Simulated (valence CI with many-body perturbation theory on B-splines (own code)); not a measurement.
Results of a calculation; reference values are marked as such.
**Hyperfine factors and g values of W60+**

Method: valence CI with perturbative core correlation (CI+MBPT): four valence electrons over a frozen Dirac-Fock core [Ne], radial functions for each j: 11 s, 11 p, 9 d, 7 f, 5 g, 2 h, 1 i, with the one-electron correlation potential Σ1 (screened to all orders), the two-electron term Σ2, the three-electron term Σ3, Breit, model QED; selected single and double excitations, second order for the rest (own B-spline code, finite nucleus).

The last digits are not significant, and no measured levels were compared; by estimate large intervals hold to a few tenths of a per cent, small ones and those within an open d or f shell to about a per cent.

A/g_I is the dipole constant over the nuclear g factor μ/I (μ in nuclear magnetons, uniformly magnetised nucleus), B/Q the quadrupole constant per barn. Both hold the static response of the core; the bare values leave it out. Large factors of s and p1/2 electrons are usually good to 5 to 10 %; those of open d and f shells near neutrality can be off by tens of per cent, and small factors of p3/2, d and f electrons come from cancelling terms and can be off by a factor of two or in sign, in half-filled shells by more. B is blank for J = 1/2, where it vanishes, and for nearly pure S terms. Energies count from the lowest level. Levels with J = 0 are left out.

Levels are named by their leading jj configuration (3d3/2^4 stands for four electrons in 3d with j = 3/2), which in mixed levels can hold well under half, so a name can repeat and another be missing. Letters in brackets count levels of one name in rising energy.

```tsv
Level	E (eV)	g	A/g_I (MHz)	A/g_I bare	B/Q (MHz/b)	B/Q bare
(3s^2 3p1/2 3p3/2) J=1	347.8	1.489	-204000	-197000	216000	213000
(3s^2 3p1/2 3p3/2) J=2	357.1	1.162	635000	626000	400000	395000
(3s 3p1/2^2 3p3/2) J=2	516.5	1.523	1550000	1520000	402000	397000
(3s 3p1/2^2 3p3/2) J=1	544.2	1.045	-1010000	-989000	225000	223000
(3s^2 3p1/2 3d3/2) J=2	568.0	0.753	563000	557000	86700	88800
(3s^2 3p1/2 3d3/2) J=1	611.8	0.879	-478000	-463000	68300	68700
(3s^2 3p1/2 3d5/2) J=2	668.7	1.285	-214000	-206000	61200	63100
(3s^2 3p1/2 3d5/2) J=3	669.9	1.104	356000	353000	65800	68300
(3s^2 3p3/2^2) J=2	712.0	1.311	222000	221000	30900	30500
(3s 3p1/2^2 3d3/2) J=1	740.9	0.440	-1270000	-1240000	36100	37200
(3s 3p1/2^2 3d3/2) J=2	748.3	1.127	1470000	1450000	69600	71600
(3s 3p1/2^2 3d5/2) J=3	836.6	1.344	980000	965000	66100	68600
(3s 3p1/2^2 3d5/2) J=2	850.6	1.025	-860000	-838000	48000	50300
(3s 3p1/2 3p3/2^2) J=2 [a]	855.8	1.526	1000000	988000	91800	90500
(3s 3p1/2 3p3/2^2) J=3	874.2	1.311	1350000	1330000	21400	21200
(3s 3p1/2 3p3/2^2) J=2 [b]	900.5	1.082	147000	149000	-24100	-23600
(3s 3p1/2 3p3/2^2) J=1 [a]	900.6	1.269	1140000	1120000	-301000	-297000
(3s 3p1/2 3p3/2^2) J=1 [b]	912.0	1.341	921000	908000	226000	223000
(3s^2 3p3/2 3d3/2) J=3	953.0	1.082	202000	203000	467000	463000
(3s^2 3p3/2 3d3/2) J=2	957.3	1.058	34100	38100	-32800	-32400
(3s^2 3p3/2 3d3/2) J=1	957.9	1.117	255000	254000	-209000	-208000
(3s^2 3p3/2 3d5/2) J=4	1010.2	1.238	110000	112000	526000	523000
(3s^2 3p3/2 3d5/2) J=2	1019.9	1.229	81500	83900	-278000	-274000
(3s^2 3p3/2 3d5/2) J=3	1042.9	1.199	126000	127000	-5720	-3360
(3s^2 3p3/2 3d5/2) J=1	1053.0	1.072	-28300	-23900	70400	70500
(3s 3p1/2 3p3/2 3d3/2) J=2 [a]	1059.6	1.171	391000	388000	-1160	-1030
(3s 3p1/2 3p3/2 3d3/2) J=1 [a]	1069.6	1.134	581000	574000	-198000	-196000
(3s 3p1/2 3p3/2 3d3/2) J=3 [a]	1075.0	1.130	881000	868000	128000	128000
(3s 3p1/2 3p3/2 3d3/2) J=2 [b]	1079.3	1.183	492000	487000	-47800	-47600
(3s 3p1/2 3p3/2 3d3/2) J=4	1092.1	1.158	1050000	1040000	396000	393000
(3s 3p1/2 3p3/2 3d3/2) J=2 [c]	1106.0	0.909	629000	619000	-140000	-137000
(3s 3p1/2 3p3/2 3d3/2) J=3 [b]	1112.5	1.271	926000	912000	369000	365000
(3s 3p1/2 3p3/2 3d3/2) J=1 [b]	1117.0	1.704	2220000	2180000	140000	139000
(3s 3p1/2 3p3/2 3d3/2) J=2 [d]	1119.0	1.377	1030000	1020000	118000	115000
```

**Question.** Take the isotope of mass number 183, with I = 1/2, μ = 0.11739 μN. What is the hyperfine structure of (3s^2 3p1/2 3p3/2) J=2?

**Answer.** From the table A = 149000 MHz. Shifts from the centre of gravity in MHz: F = 3/2: -224000, F = 5/2: 149000.
